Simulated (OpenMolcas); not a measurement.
**4d⁶ along the 42-electron sequence**

```json
{"Program": "OpenMolcas 26.06", "Method": "CASSCF", "Basis": "ANO-R3", "Scalar Hamiltonian": "X2C, finite nucleus", "Spin-orbit coupling": "state interaction with AMFI integrals over the reference wave functions, term energies averaged over their components"}
```

Active space for each ion: 6 electrons in 5 orbitals (4d).

Computed levels in cm-1 above ⁵D₄:

| Level | Ru2+ | Pd4+ | Ag5+ |
| --- | --- | --- | --- |
| ⁵D₃ | 1159 | 1984 | 2532 |
| ⁵D₂ | 1879 | 3113 | 3889 |
| ⁵D₁ | 2339 | 3863 | 4827 |
| ⁵D₀ | 2561 | 4219 | 5265 |
| ³H₆ | 17782 | 22250 | 24347 |
| ³H₅ | 18191 | 22788 | 24928 |
| ³P₂(1) | 18965 | 23427 | 25448 |
| ³F₄(1) | 20248 | 25653 | 28381 |
| ³F₃(1) | 20698 | 25969 | 28470 |
| weight of ⁵D in the lowest level (%) | 99 | 98 | 98 |

Mixed levels, with the weight of the term that names them: Ru2+ ³F₄(1) (71 %), Pd4+ ³F₄(1) (58 %), Ag5+ ³F₄(1) (53 %).

Measured, with the error of the calculation in %. Measured levels: Ru2+ from Moore, Atomic Energy Levels, vol. III, NSRDS-NBS 35 (1971 reprint of NBS Circular 467, 1958); Ag5+ from the list in Gamrath, thesis, University of Mons (2023).

| Level | Ru2+ | Ag5+ |
| --- | --- | --- |
| ⁵D₃ | 1159 (0) | 2692 (-5.9) |
| ⁵D₂ | 1826 (+2.9) | 3953 (-1.6) |
| ⁵D₁ | 2266 (+3.2) | 4941 (-2.3) |
| ⁵D₀ | 2476 (+3.5) | 5380 (-2.1) |
| ³H₆ |  | 21512 (+13.2) |
| ³H₅ |  | 21812 (+14.3) |
| ³P₂(1) |  | 21042 (+20.9) |
| ³F₃(1) |  | 24441 (+16.5) |

The fine-structure level ⁵D₀ changes by a factor of 2.06 from Ru2+ to Ag5+. Its fourth root runs 7.11, 8.06, 8.52, with steps per unit of Z of 0.47, 0.46; equal steps would mean a (Z - σ)^4 law with constant σ.

³H₆ changes by a factor of 1.37 over the same range, with steps per unit of Z of +2230, +2100 cm-1.

Without dynamic correlation excited terms often stand tens of per cent too high (terms of higher spin than the ground term too low), and those without a measured partner can miss by more than the paired ones. Levels of configurations with an s electron are missing; early in the row they begin among the upper levels of the d shell and mix with terms of their name (holds for Ru2+). Computed and measured levels are paired by configuration, term and J; levels that our copy of the source lacks, or whose pairing is in doubt (as where it misses far off the trend of its configuration), stay unpaired and out of the deviations. Only configurations of the active space appear.

A number in round brackets counts repeated terms of one configuration in the order of the reference energies.
